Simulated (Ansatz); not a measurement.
Geometry optimisation, RKS B3LYP/STO-3G (Ansatz).

The input (input.yaml):

```yaml
crystal:
  periodic: [false, false, false]
  atoms:
    - { symbol: C, position_ang: [1.566, -1.7138, -0.0417] }
    - { symbol: C, position_ang: [1.11, -0.2633, 0.3677] }
    - { symbol: Si, position_ang: [-0.536, 0.3374, -0.2721] }
    - { symbol: "N", position_ang: [-0.5175, 0.6549, -1.9227] }
    - { symbol: Si, position_ang: [-2.1625, 0.6649, 1.1782] }
    - { symbol: S, position_ang: [-0.9053, 2.2946, 0.523] }
    - { symbol: H, position_ang: [1.6221, -1.7524, -1.1391] }
    - { symbol: H, position_ang: [2.5319, -1.9076, 0.3662] }
    - { symbol: H, position_ang: [0.7976, -2.3972, 0.3364] }
    - { symbol: H, position_ang: [1.9064, 0.4282, 0.0665] }
    - { symbol: H, position_ang: [1.1142, -0.2257, 1.4859] }
    - { symbol: H, position_ang: [-1.268, 1.3842, -2.0533] }
    - { symbol: H, position_ang: [0.232, 1.1018, -2.2387] }
    - { symbol: H, position_ang: [-1.963, 0.4541, 2.6644] }
    - { symbol: H, position_ang: [-3.5498, 0.8891, 0.7085] }
basis:
  gaussian: { orbitals: STO-3G }
hamiltonian:
  xc: b3lyp
relax:
  f_tol: 0.02
  max_steps: 40
```

Run as:

```bash
$ ansatz run input.yaml --threads 1 --pin off --max-ram 2048MiB --backend cpu --events-out ev --progress --plain --runs-dir out
```

Where does it end, and by what steps?

The run converged. Limits of this set-up: minimal basis. After 13 steps the energy has fallen by 1.464 eV; H14 moved furthest, 0.47 Å.

```json
{"step": "0", "energy less start (eV)": "0.0000", "largest force component (eV/Å)": "7.430", "accepted": "yes"}
{"step": "1", "energy less start (eV)": "-1.2164", "largest force component (eV/Å)": "1.227", "accepted": "yes"}
{"step": "2", "energy less start (eV)": "-1.4119", "largest force component (eV/Å)": "0.291", "accepted": "yes"}
{"step": "3", "energy less start (eV)": "-1.4441", "largest force component (eV/Å)": "0.268", "accepted": "yes"}
{"step": "4", "energy less start (eV)": "-1.4531", "largest force component (eV/Å)": "0.243", "accepted": "yes"}
{"step": "5", "energy less start (eV)": "-1.4508", "largest force component (eV/Å)": "0.240", "accepted": "no"}
{"step": "6", "energy less start (eV)": "-1.4589", "largest force component (eV/Å)": "0.090", "accepted": "yes"}
{"step": "7", "energy less start (eV)": "-1.4608", "largest force component (eV/Å)": "0.054", "accepted": "yes"}
{"step": "8", "energy less start (eV)": "-1.4617", "largest force component (eV/Å)": "0.026", "accepted": "yes"}
{"step": "9", "energy less start (eV)": "-1.4629", "largest force component (eV/Å)": "0.046", "accepted": "yes"}
{"step": "10", "energy less start (eV)": "-1.4635", "largest force component (eV/Å)": "0.060", "accepted": "yes"}
{"step": "11", "energy less start (eV)": "-1.4639", "largest force component (eV/Å)": "0.044", "accepted": "yes"}
{"step": "12", "energy less start (eV)": "-1.4641", "largest force component (eV/Å)": "0.022", "accepted": "yes"}
{"step": "13", "energy less start (eV)": "-1.4642", "largest force component (eV/Å)": "0.006", "accepted": "yes"}
```

```xyz
15
Properties=species:S:1:pos:R:3
C 1.393 -1.633 -0.012
C 1.299 -0.129 0.388
Si -0.344 0.670 -0.104
N -0.478 0.572 -1.876
Si -2.146 0.674 1.146
S -0.942 2.453 0.939
H 1.245 -1.761 -1.095
H 2.380 -2.046 0.250
H 0.628 -2.230 0.509
H 2.128 0.417 -0.091
H 1.447 -0.032 1.475
H -1.306 1.118 -2.226
H 0.347 1.036 -2.337
H -2.189 0.087 2.468
H -3.483 0.752 0.596
```

The run took 2.6 min on 1 thread of AMD EPYC (Zen 3), with other jobs on the host, peak memory 0.17 GiB.
